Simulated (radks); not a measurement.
Q: Spherical quantum dot in the effective-mass picture: electrons in a hard-walled sphere of unknown radius, with a point charge +2 (a donor) at the centre, all in effective atomic units (hartree* = m*/eps^2 hartree, bohr* = eps/m* bohr), one dielectric constant everywhere. Calculated with a radial shooting solver with Libxc functionals: non-relativistic Kohn-Sham, r2SCAN, spin-polarised, spherical densities, generalised Kohn-Sham scheme. Levels are named by radial order and angular momentum (1s, 1p, 1d, 2s, ...), and open shells are averaged over m. Each electron was tried in the lowest free levels, single moves between levels near the top were tried too, and the lowest total energy was kept; such a search can miss a lower state. The values of mu = E(N) - E(N-1) (hartree*) for N = 2 to 12 are -0.83892, 1.2869, 1.7493, 2.2455, 2.9776, 3.4250, 3.9020, 4.9293, 5.6366, 6.3070, 6.7666. Estimate radius.

A: radius = 2.62 (effective atomic units). The central charge lowers the s levels, so the charging steps and shell gaps carry the answer. The first electron has mu near pi^2/(2 R^2) without a central charge, and the charging energy goes as 1/R.
